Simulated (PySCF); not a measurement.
## Sb²⁺: ionisation energy

Sb²⁺ [Kr] 4d10 5s2 5p1 (2P) → Sb³⁺ [Kr] 4d10 5s2 (1S), as a difference of total energies. All numbers are calculated (PySCF 2.14, a scalar-relativistic core potential, in def2-SVP with the def2 core potential (28 electrons) (4s4p2d, 26 functions)). Correlated levels: valence: 4s2 4p6 4d10 frozen. The calculations carry no spin-orbit coupling.

| method | ionisation energy (eV) |
| --- | --- |
| UHF | 24.113 |
| LDA | 24.937 |
| BP86 | 24.894 |
| MP2 (valence) | 24.244 |
| SCS-MP2 (valence) | 24.227 |
| CCSD (valence) | 24.317 |
| CCSD(T) (valence) | 24.325 |

**Question.** How much does correlation contribute at CCSD(T) (valence)?

**Answer.** 24.325 − (24.113) = 0.212 eV, measured against UHF.

The reference lies between the lowest fine-structure levels, while these numbers refer to the centres of the terms.

Errors of the correlated levels include the incompleteness of this basis and the frozen core.

For comparison: 25.323 eV (measured; NIST Atomic Spectra Database, ionization energies).
